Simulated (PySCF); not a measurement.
**Dipole polarisabilities along group 15, charge +2**

Calculated with PySCF 2.14 for the ground configurations, without spin-orbit coupling: coupled response for Hartree-Fock and DFT. Mean α in bohr³, C₆ of like pairs in atomic units.

```json
{"species": "N²⁺ [He] 2s2 2p1 (aug-cc-pCVTZ-DK with one added diffuse shell each of s, p, d, f type, spin-free X2C)", "α UHF": "2.699", "α PBE": "2.579", "α PBE0": "2.591", "C₆ UHF": "3.821", "C₆ PBE": "3.661", "C₆ PBE0": "3.676"}
{"species": "P²⁺ [Ne] 3s2 3p1 (aug-cc-pCVTZ-DK with one added diffuse shell each of s, p, d, f type, spin-free X2C)", "α UHF": "9.507", "α PBE": "9.151", "α PBE0": "9.215", "C₆ UHF": "34.86", "C₆ PBE": "32.95", "C₆ PBE0": "33.30"}
{"species": "Sb²⁺ [Kr] 4d10 5s2 5p1 (aug-cc-pwCVTZ-DK3 with one added diffuse shell each of s, p, d, f type, spin-free X2C)", "α UHF": "16.94", "α PBE": "15.60", "α PBE0": "15.84", "C₆ UHF": "108.7", "C₆ PBE": "98.31", "C₆ PBE0": "100.2"}
{"species": "Bi²⁺ [Xe] 4f14 5d10 6s2 6p1 (aug-cc-pwCVTZ-DK3 with one added diffuse shell each of s, d, f type, spin-free X2C)", "α UHF": "16.94", "α PBE": "n/a", "α PBE0": "n/a", "C₆ UHF": "127.1", "C₆ PBE": "n/a", "C₆ PBE0": "n/a"}
```
